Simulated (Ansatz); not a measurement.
Harmonic frequencies (cm⁻¹) at PBE0-D4/def2-TZVP from Ansatz: 58, 97, 140, 266, 277, 395, 517, 559, 584, 629, 705, 774, 859, 1880, 1912, 1929, 1936, 3897.

Each molecule was computed in one conformer, which needn't be the lowest.

Q: Which molecule is it?
A. `Cl[SiH]1CS1`
B. `[BH2][GeH2][OH]`
C. `[OH][SnH2][AlH2]`
D. `B1C=CO1`

A: C.
